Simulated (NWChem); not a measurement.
# Basis-set dependence for ammonium (H₄N (+1))

SMILES: [NH4+]
```xyz
5

N      0.0000     0.0000     0.0000
H      0.8428     0.0000     0.5960
H     -0.8428     0.0000     0.5960
H      0.0000     0.8428    -0.5960
H      0.0000    -0.8428    -0.5960
```
Charge +1, spin multiplicity 1.

The numbers come from NWChem runs, not from measurements. The geometry was optimised at B3LYP/def2-SVP, a minimum by its harmonic frequencies.

Hartree-Fock energies in Ha, correlation energies in mHa.

The correlated methods keep 1 core orbital frozen. The Pople sets run with spherical d functions. Coupled-cluster values serve here as a point of comparison, not as the truth.

```json
[
 {"basis": "def2-SVP", "functions": "34", "RHF": "-56.49808", "MP2": "-187.5", "SCS-MP2": "-190.2", "CCSD": "-205.6", "CCSD+T(CCSD)": "-209.4", "CCSD(T)": "-209.3", "CR-CCSD[T]": "-208.9", "CR-CCSD(T)": "-208.9"},
 {"basis": "6-311G**", "functions": "42", "RHF": "-56.55738", "MP2": "-197.5", "SCS-MP2": "-199.9", "CCSD": "-214.1", "CCSD+T(CCSD)": "-219.0", "CCSD(T)": "-218.9", "CR-CCSD[T]": "-218.4", "CR-CCSD(T)": "-218.3"},
 {"basis": "def2-TZVP", "functions": "55", "RHF": "-56.56182", "MP2": "-219.7", "SCS-MP2": "-222.8", "CCSD": "-236.0", "CCSD+T(CCSD)": "-242.3", "CCSD(T)": "-242.1", "CR-CCSD[T]": "-241.5", "CR-CCSD(T)": "-241.4"}
]
```

From 6-311G** to def2-TZVP the Hartree-Fock energy moves by -4.4 mHa and the MP2 correlation energy by -22.1 mHa, which is 10 % of its value in the larger set.
